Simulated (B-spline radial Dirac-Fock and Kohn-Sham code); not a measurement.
**K-line shifts caused by a second vacancy in Sr⁴⁺**

System: the Sr⁴⁺ ion, configuration [Ar] 3d10 4s2 4p4.

Level of theory: Dirac-Fock ΔSCF + Breit + QED; a radial finite-basis atomic code. Each two-hole energy is an average over J within one jj subconfiguration, not an observable level; in light atoms, where LS coupling holds, the j-resolved values are not observed lines, and for a K spectator the Kα1 hypersatellite is nearly forbidden. No correlation.

Lines without a spectator: Kα2 (K-L2) 14097.1 eV, Kβ3 (K-M2) 15823.9 eV. Shifts in eV with one spectator hole (a dash: not computed, or left out as unreliable):

| spectator hole | Kα2 | Kβ3 |
| --- | --- | --- |
| K (1s) | +415.8 | +525.4 |
| L2 (2p1/2) | +42.4 | – |
| M2 (3p1/2) | – | +11.49 |
| M4 (3d3/2) | +0.02 | – |
| M5 (3d5/2) | -1.85 | – |

Run: 55 s of CPU time on 1 thread of Neoverse-N1 (shared host), peak memory 0.42 GiB.
